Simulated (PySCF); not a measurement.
**Electron correlation in Rh (rhodium, neutral)**

[Kr] 4d8 5p1, one real determinant (an excited configuration). Calculation: PySCF 2.14, in def2-TZVPPD with the def2 core potential (28 electrons); scalar relativity through the core potential. Frozen: nothing; 17 electrons correlated.

MP2 pair energies summed by pair of shells (mhartree):

| pair | energy | share (%) |
| --- | --- | --- |
| 4d-4d | -210.93 | 41.9 |
| 4p-4d | -169.24 | 33.6 |
| 4p-4p | -53.27 | 10.6 |
| 4s-4d | -26.23 | 5.2 |
| 4s-4p | -25.01 | 5.0 |
| 4d-5p | -13.06 | 2.6 |
| 4s-4s | -4.18 | 0.8 |
| 4p-5p | -1.77 | 0.4 |
| 4s-5p | -0.11 | 0.0 |

Total MP2 correlation energy: -503.81 mhartree.

Same-spin part -162.37 and opposite-spin part -341.44 mhartree; SCS-MP2 scales them by 1/3 and 6/5 to -463.85 mhartree.

The reference is one real determinant that mixes LS terms of this configuration.

The basis has no tight functions for the innermost shells, so their pair energies are far from complete.

This basis was not built for core-valence correlation, so the inner-shell part is incomplete.
